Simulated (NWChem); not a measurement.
System meant: NiH$_{12}$O$_{6}$ (charge +2), triplet; SMILES [OH2]->[Ni+2](<-[OH2])(<-[OH2])(<-[OH2])(<-[OH2])<-[OH2]

Input file for NWChem:

```
start job
memory heap 200 mb stack 900 mb global 1100 mb
charge 2
geometry units angstroms noautoz
  Ni     0.000000     0.000000     0.000000
  O      0.772021     1.427831     1.268981
  H      0.228702     1.812524     1.979227
  H      1.513508     2.037141     1.108070
  O      1.622548     0.045326    -1.268981
  H      2.520970    -0.292166    -1.108070
  H      1.684043     0.708200    -1.979227
  O     -0.850527     1.382505    -1.268981
  H     -1.455341     1.104324    -1.979227
  H     -1.007462     2.329307    -1.108070
  O      0.850527    -1.382505     1.268981
  H      1.455341    -1.104324     1.979227
  H      1.007462    -2.329307     1.108070
  O     -1.622548    -0.045326     1.268981
  H     -2.520970     0.292166     1.108070
  H     -1.684043    -0.708200     1.979227
  O     -0.772021    -1.427831    -1.268981
  H     -1.513508    -2.037141    -1.108070
  H     -0.228702    -1.812524    -1.979227
end
basis spherical
  Ni library def2-svp
  O library def2-svp
  H library def2-svp
end
dft
  odft
  mult 4
  xc b3lyp
  iterations 150
  semidirect filesize 400000000
  mulliken
end
task dft energy
```

End of the output:

```
 ==============================================================================
                                 internuclear angles
 ------------------------------------------------------------------------------
        center 1       |       center 2       |       center 3       |  degrees
 ------------------------------------------------------------------------------
    2 O                |   1 Ni               |   5 O                |    93.96
    2 O                |   1 Ni               |   8 O                |    93.96
    2 O                |   1 Ni               |  11 O                |    86.04
    2 O                |   1 Ni               |  14 O                |    86.04
    2 O                |   1 Ni               |  17 O                |   180.00
    5 O                |   1 Ni               |   8 O                |    86.04
    5 O                |   1 Ni               |  11 O                |    93.96
    5 O                |   1 Ni               |  14 O                |   180.00
    5 O                |   1 Ni               |  17 O                |    86.04
    8 O                |   1 Ni               |  11 O                |   180.00
    8 O                |   1 Ni               |  14 O                |    93.96
    8 O                |   1 Ni               |  17 O                |    86.04
   11 O                |   1 Ni               |  14 O                |    86.04
   11 O                |   1 Ni               |  17 O                |    93.96
   14 O                |   1 Ni               |  17 O                |    93.96
    1 Ni               |   2 O                |   3 H                |   120.94
    1 Ni               |   2 O                |   4 H                |   128.14
    3 H                |   2 O                |   4 H                |   107.37
    1 Ni               |   5 O                |   6 H                |   128.14
    1 Ni               |   5 O                |   7 H                |   120.94
    6 H                |   5 O                |   7 H                |   107.37
    1 Ni               |   8 O                |   9 H                |   120.94
    1 Ni               |   8 O                |  10 H                |   128.14
    9 H                |   8 O                |  10 H                |   107.37
    1 Ni               |  11 O                |  12 H                |   120.94
    1 Ni               |  11 O                |  13 H                |   128.14
   12 H                |  11 O                |  13 H                |   107.37
    1 Ni               |  14 O                |  15 H                |   128.14
    1 Ni               |  14 O                |  16 H                |   120.94
   15 H                |  14 O                |  16 H                |   107.37
    1 Ni               |  17 O                |  18 H                |   128.14
    1 Ni               |  17 O                |  19 H                |   120.94
   18 H                |  17 O                |  19 H                |   107.37
 ------------------------------------------------------------------------------
                            number of included internuclear angles:         33
 ==============================================================================

 Summary of "ao basis" -> "" (spherical)
 ------------------------------------------------------------------------------
       Tag                 Description            Shells   Functions and Types
 ---------------- ------------------------------  ------  ---------------------
 Ni                         def2-svp                11       31   5s3p2d1f
 O                          def2-svp                 6       14   3s2p1d
 H                          def2-svp                 3        5   2s1p

                                 NWChem DFT Module
                                 -----------------

 Summary of "ao basis" -> "ao basis" (spherical)
 ------------------------------------------------------------------------------
       Tag                 Description            Shells   Functions and Types
 ---------------- ------------------------------  ------  ---------------------
 Ni                         def2-svp                11       31   5s3p2d1f
 O                          def2-svp                 6       14   3s2p1d
 H                          def2-svp                 3        5   2s1p

      Symmetry analysis of basis
      --------------------------

        ag         31
        au         30
        eg+        28
        eg-        28
        eu+        29
        eu-        29

  number of electrons :                   86
  multiplicity        :                    4
 ------------------------------------------------------------------------
  no. of electrons and multiplicity not compatible                  86
 ------------------------------------------------------------------------
 ------------------------------------------------------------------------
  current input line :
    38: task dft energy
 ------------------------------------------------------------------------
 ------------------------------------------------------------------------
 There is an error in the input file
 ------------------------------------------------------------------------
 For more information see the NWChem manual at https://nwchemgit.github.io

0: no. of electrons and multiplicity not compatible:Received an Error in Communication
```

### Question
What is wrong, and how is it mended?

### Answer
The program refused the input. Cause: the multiplicity doesn't fit the number of electrons (an even count wants an odd multiplicity, and the reverse). This input runs:
```
start job
memory heap 200 mb stack 900 mb global 1100 mb
charge 2
geometry units angstroms noautoz
  Ni     0.000000     0.000000     0.000000
  O      0.772021     1.427831     1.268981
  H      0.228702     1.812524     1.979227
  H      1.513508     2.037141     1.108070
  O      1.622548     0.045326    -1.268981
  H      2.520970    -0.292166    -1.108070
  H      1.684043     0.708200    -1.979227
  O     -0.850527     1.382505    -1.268981
  H     -1.455341     1.104324    -1.979227
  H     -1.007462     2.329307    -1.108070
  O      0.850527    -1.382505     1.268981
  H      1.455341    -1.104324     1.979227
  H      1.007462    -2.329307     1.108070
  O     -1.622548    -0.045326     1.268981
  H     -2.520970     0.292166     1.108070
  H     -1.684043    -0.708200     1.979227
  O     -0.772021    -1.427831    -1.268981
  H     -1.513508    -2.037141    -1.108070
  H     -0.228702    -1.812524    -1.979227
end
basis spherical
  Ni library def2-svp
  O library def2-svp
  H library def2-svp
end
dft
  odft
  mult 3
  xc b3lyp
  iterations 150
  semidirect filesize 400000000
  mulliken
end
task dft energy
```
It converges to -1965.94024 Ha (B3LYP/def2-SVP, spin-unrestricted).
